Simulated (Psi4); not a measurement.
C4H10O, charge -1, doublet, at the geometry of the source list (a state made from the parent by changing its charge; the spin is typed, not shown lowest) (a gas-phase anion, which may not be bound at this level); Psi4 with REVPBE/STO-3G.

Psi4 was given this input:
```
memory 2 GB

molecule mol {
-1 2
C    -2.190600   -0.095300    0.218000
C    -0.858500   -0.043400   -0.519600
C     0.318500    0.018700    0.448800
C     1.656000    0.070900   -0.280600
O     2.690100    0.126600    0.681200
H    -2.236900   -0.973200    0.857800
H    -3.016900   -0.139200   -0.487100
H    -2.315300    0.787600    0.840100
H    -0.837200    0.833500   -1.170700
H    -0.758800   -0.927800   -1.153100
H     0.236900    0.903200    1.081900
H     0.315200   -0.856800    1.099500
H     1.690000    0.957400   -0.931500
H     1.769200   -0.821900   -0.913700
H     3.538400    0.159800    0.229000
}

set {
  basis sto-3g
  reference uks
}

energy('revpbe')
print_variables()
```

Task: Predict the main parts of the log of this Psi4 run.

Result: 
```
   => Loading Basis Set <=

    Name: STO-3G
    Role: ORBITAL
    Keyword: BASIS

         ---------------------------------------------------------
                                   SCF
               by Justin Turney, Rob Parrish, Andy Simmonett
                          and Daniel G. A. Smith
                              UKS Reference
         ---------------------------------------------------------

  ==> Geometry <==

    Molecular point group: c1
    Full point group: C1

    Geometry (in Angstrom), charge = -1, multiplicity = 2:

       Center              X                  Y                   Z               Mass
    ------------   -----------------  -----------------  -----------------  -----------------
         C           -2.575417893004    -0.113629857168     0.099970086022    12.000000000000
         C           -1.243317893004    -0.061729857168    -0.637629913978    12.000000000000
         C           -0.066317893004     0.000370142832     0.330770086022    12.000000000000
         C            1.271182106996     0.052570142832    -0.398629913978    12.000000000000
         O            2.305282106996     0.108270142832     0.563170086022    15.994914619570
         H           -2.621717893004    -0.991529857168     0.739770086022     1.007825032230
         H           -3.401717893004    -0.157529857168    -0.605129913978     1.007825032230
         H           -2.700117893004     0.769270142832     0.722070086022     1.007825032230
         H           -1.222017893004     0.815170142832    -1.288729913978     1.007825032230
         H           -1.143617893004    -0.946129857168    -1.271129913978     1.007825032230
         H           -0.147917893004     0.884870142832     0.963870086022     1.007825032230
         H           -0.069617893004    -0.875129857168     0.981470086022     1.007825032230
         H            1.305182106996     0.939070142832    -1.049529913978     1.007825032230
         H            1.384382106996    -0.840229857168    -1.031729913978     1.007825032230
         H            3.153582106996     0.141470142832     0.110970086022     1.007825032230

  Running in c1 symmetry.

  Rotational constants: A =      0.62980  B =      0.06650  C =      0.06298 [cm^-1]
  Rotational constants: A =  18880.97919  B =   1993.56570  C =   1887.98394 [MHz]
  Nuclear repulsion =  185.573625376258661

  Charge       = -1
  Multiplicity = 2
  Electrons    = 43
  Nalpha       = 22
  Nbeta        = 21

  ==> Algorithm <==

  SCF Algorithm Type is DF.
  DIIS enabled.
  MOM disabled.
  Fractional occupation disabled.
  Guess Type is SAD.
  Energy threshold   = 1.00e-06
  Density threshold  = 1.00e-06
  Integral threshold = 1.00e-12

  ==> Primary Basis <==

  Basis Set: STO-3G
    Blend: STO-3G
    Number of shells: 25
    Number of basis functions: 35
    Number of Cartesian functions: 35
    Spherical Harmonics?: true
    Max angular momentum: 1

  ==> DFT Potential <==

   => LibXC <=

    Version 7.1.2
    S. Lehtola, C. Steigemann, M. J. T. Oliveira, and M. A. L. Marques,  SoftwareX 7, 1–5 (2018) (10.1016/j.softx.2017.11.002)

   => Composite Functional: REVPBE <=

    revPBE GGA Exchange-Correlation Functional

    Y. Zhang and W. Yang, Phys. Rev. Lett. 80, 890, 1998

    Deriv               =              1
    GGA                 =           TRUE
    Meta                =          FALSE

    Exchange Hybrid     =          FALSE
    MP2 Hybrid          =          FALSE

   => Exchange Functionals <=

    1.0000   XC_GGA_X_PBE_R

   => Correlation Functionals <=

    1.0000     XC_GGA_C_PBE

   => LibXC Density Thresholds  <==

    XC_GGA_C_PBE:  1.00E-12
    XC_GGA_X_PBE_R:  1.00E-15

   => Molecular Quadrature <=

    Radial Scheme          =       TREUTLER
    Pruning Scheme         =           NONE
    Nuclear Scheme         =       TREUTLER

    Blocking Scheme        =         OCTREE
    BS radius alpha        =              1
    Pruning alpha          =              1
    Radial Points          =             75
    Spherical Points       =            302
    Total Points           =         317162
    Total Blocks           =           2406
    Max Points             =            256
    Max Functions          =             33
    Weights Tolerance      =       1.00E-15

   => Loading Basis Set <=

    Name: (STO-3G AUX)
    Role: JKFIT
    Keyword: DF_BASIS_SCF

  ==> Integral Setup <==

  SCF_SUBTYPE=INCORE selected. In-core MEM_DF algorithm will be used.
  Using in-core AOs.

  ==> MemDFJK: Density-Fitted J/K Matrices <==

    J tasked:                   Yes
    K tasked:                    No
    wK tasked:                   No
    Algorithm:                 Core
    Schwarz Cutoff:           1E-12
    Mask sparsity (%):       1.6327
    Fitting Condition:        1E-10

   => Auxiliary Basis Set <=

  Basis Set: (STO-3G AUX)
    Blend: DEF2-UNIVERSAL-JKFIT
    Number of shells: 185
    Number of basis functions: 557
    Number of Cartesian functions: 649
    Spherical Harmonics?: true
    Max angular momentum: 4

  Minimum eigenvalue in the overlap matrix is 1.9908355433E-01.
  Reciprocal condition number of the overlap matrix is 7.6725612997E-02.
    Using symmetric orthogonalization.

  ==> Pre-Iterations <==

  SCF Guess: Superposition of Atomic Densities via on-the-fly atomic UHF (no occupation information).

   -------------------------
    Irrep   Nso     Nmo
   -------------------------
     A         35      35
   -------------------------
    Total      35      35
   -------------------------

  ==> Iterations <==

                           Total Energy        Delta E     RMS |[F,P]|

   @DF-UKS iter SAD:  -228.16405880002785   -2.28164e+02   0.00000e+00
   @DF-UKS iter   1:  -230.20617666838268   -2.04212e+00   6.52547e-03 DIIS/ADIIS
   @DF-UKS iter   2:  -230.02575106920665    1.80426e-01   1.28553e-02 DIIS/ADIIS
   @DF-UKS iter   3:  -230.22979547964030   -2.04044e-01   3.53341e-03 DIIS/ADIIS
   @DF-UKS iter   4:  -230.24507330711583   -1.52778e-02   1.99137e-03 DIIS/ADIIS
   @DF-UKS iter   5:  -230.24944300321857   -4.36970e-03   6.17154e-04 DIIS/ADIIS
   @DF-UKS iter   6:  -230.24969505758321   -2.52054e-04   2.23319e-04 DIIS/ADIIS
   @DF-UKS iter   7:  -230.24975122937204   -5.61718e-05   4.31247e-05 DIIS
   @DF-UKS iter   8:  -230.24975277903582   -1.54966e-06   2.17383e-05 DIIS
   @DF-UKS iter   9:  -230.24975325737981   -4.78344e-07   3.99824e-06 DIIS
   @DF-UKS iter  10:  -230.24975326938903   -1.20092e-08   1.61653e-06 DIIS
   @DF-UKS iter  11:  -230.24975327255746   -3.16842e-09   7.23982e-07 DIIS
  Energy and wave function converged.

  ==> Post-Iterations <==

   Electrons on quadrature grid:
      Nalpha   =   22.0000336225 ; deviation = 3.362e-05
      Nbeta    =   21.0000344669 ; deviation = 3.447e-05
      Ntotal   =   43.0000680894 ; deviation = 6.809e-05

   @Spin Contamination Metric:   9.361890825E-04
   @S^2 Expected:                7.500000000E-01
   @S^2 Observed:                7.509361891E-01
   @S   Expected:                5.000000000E-01
   @S   Observed:                5.000000000E-01

    Orbital Energies [Eh]
    ---------------------

    Alpha Occupied:

[...]
      22A      0.533626

    Alpha Virtual:

[...]
      35A      0.751687

    Beta Occupied:

[...]
    Beta Virtual:

[...]
    Final Occupation by Irrep:
              A
    DOCC [    21 ]
    SOCC [     1 ]
    NA   [    22 ]
    NB   [    21 ]

  @DF-UKS Final Energy:  -230.24975327255746

   => Energetics <=

    Nuclear Repulsion Energy =            185.5736253762586614
    One-Electron Energy =                -690.9298804963398197
    Two-Electron Energy =                 309.7584209820415140
    DFT Exchange-Correlation Energy =     -34.6519191345177902
    Empirical Dispersion Energy =           0.0000000000000000
    VV10 Nonlocal Energy =                  0.0000000000000000
    Total Energy =                       -230.2497532725574558

  UHF NO Occupations:
  HONO-2 :   20  A 1.9998971
  HONO-1 :   21  A 1.9998236
  HONO-0 :   22  A 1.0000000
  LUNO+0 :   23  A 0.0001764
  LUNO+1 :   24  A 0.0001029
  LUNO+2 :   25  A 0.0000733
  LUNO+3 :   26  A 0.0000394

Computation Completed

Properties will be evaluated at   0.000000,   0.000000,   0.000000 [a0]

Properties computed using the SCF density matrix

 Multipole Moments:

 ------------------------------------------------------------------------------------
     Multipole            Electronic (a.u.)      Nuclear  (a.u.)        Total (a.u.)
 ------------------------------------------------------------------------------------

 L = 1.  Multiply by 2.5417464519 to convert [e a0] to [Debye]
 Dipole X            :          4.5483450           -5.1108616           -0.5625167
 Dipole Y            :          0.2170242           -0.2438767           -0.0268526
 Dipole Z            :          1.4311390           -1.6173342           -0.1861952
 Magnitude           :                                                    0.5931397

 ------------------------------------------------------------------------------------

  Variable Map:
  ----------------------------------------------------------------------------
[...]
  Array Variable Map:
  ----------------------------------------------------------------------------
[...]
[...]
```
